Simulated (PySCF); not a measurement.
# Spin-Hamiltonian simulation

Molecule: SMILES O=Cc1ccccn1, C6H5NO.

Molfile (atoms numbered from 1):
```
C6H5NO
     RDKit          3D

 13 13  0  0  0  0  0  0  0  0999 V2000
    3.0907    0.3180   -0.5997 O   0  0  0  0  0  0  0  0  0  0  0  0
    2.2848   -0.5383   -0.3412 C   0  0  0  0  0  0  0  0  0  0  0  0
    0.8362   -0.2759   -0.1119 C   0  0  0  0  0  0  0  0  0  0  0  0
    0.3391    1.0287   -0.1788 C   0  0  0  0  0  0  0  0  0  0  0  0
   -1.0202    1.2238    0.0363 C   0  0  0  0  0  0  0  0  0  0  0  0
   -1.8158    0.1116    0.3064 C   0  0  0  0  0  0  0  0  0  0  0  0
   -1.2156   -1.1495    0.3516 C   0  0  0  0  0  0  0  0  0  0  0  0
    0.0814   -1.3449    0.1481 N   0  0  0  0  0  0  0  0  0  0  0  0
    2.5542   -1.6193   -0.2527 H   0  0  0  0  0  0  0  0  0  0  0  0
    1.0292    1.8464   -0.3962 H   0  0  0  0  0  0  0  0  0  0  0  0
   -1.4562    2.2249   -0.0057 H   0  0  0  0  0  0  0  0  0  0  0  0
   -2.8890    0.2142    0.4808 H   0  0  0  0  0  0  0  0  0  0  0  0
   -1.8189   -2.0396    0.5629 H   0  0  0  0  0  0  0  0  0  0  0  0
  1  2  2  0
  2  3  1  0
  3  4  2  0
  4  5  1  0
  5  6  2  0
  6  7  1  0
  7  8  2  0
  8  3  1  0
  2  9  1  0
  4 10  1  0
  5 11  1  0
  6 12  1  0
  7 13  1  0
M  END
```

[PySCF 2.14.0 with density-fitted response routines: PBE0-D3(BJ)/def2-SVP geometry; J: B3LYP/pcJ-1 (spin–dipole term only in couplings to heteroatoms); shielding tensors at PBE0/pcSseg-1 (GIAO); non-relativistic; gas phase; a single conformation]

Shifts are taken against calculated references (same method and geometry level): TMS for 1H.

The 5-spin Hamiltonian (Zeeman plus full scalar coupling among like nuclei) was diagonalised exactly; lines are Lorentzian, 0.4 Hz wide, and the maxima above 3 % are listed with the tallest set to 100.

Peak list at 400 MHz for the spins H9/H10/H11/H12/H13:
δ in ppm (height): 10.041 (100), 10.039 (100), 8.920 (25), 8.917 (28), 8.916 (28), 8.914 (26), 8.906 (26), 8.904 (29), 8.903 (29), 8.900 (26), 8.224 (24), 8.221 (45), 8.219 (24), 8.202 (28), 8.200 (54), 8.197 (28), 7.984 (13), 7.982 (15), 7.980 (15), 7.978 (13), 7.963 (17), 7.962 (16), 7.961 (20), 7.960 (25), 7.958 (17), 7.957 (18), 7.956 (14), 7.942 (12), 7.939 (13), 7.938 (13), 7.936 (12), 7.428 (26), 7.426 (26), 7.415 (26), 7.412 (26), 7.407 (24), 7.405 (24), 7.394 (24), 7.391 (24)

Q: Extract the chemical shifts and coupling constants behind this pattern (give the signs of the calculation).

A: 
Shifts (ppm): H9 10.04, H10 8.21, H11 7.96, H12 7.41, H13 8.91.
Couplings (Hz): H9–H11: 0.9; H10–H11: 8.7; H10–H12: 1.0; H10–H13: 1.0; H11–H12: 8.3; H11–H13: 1.5; H12–H13: 5.4.
These are the parameters used. A line list fixes at most the relative signs, and those only where coupling is strong; other parameter sets or atom labellings may fit too, and couplings well below the line width leave little trace.

Unscaled 3J(H,H) at this level run about 9 % above measured values.
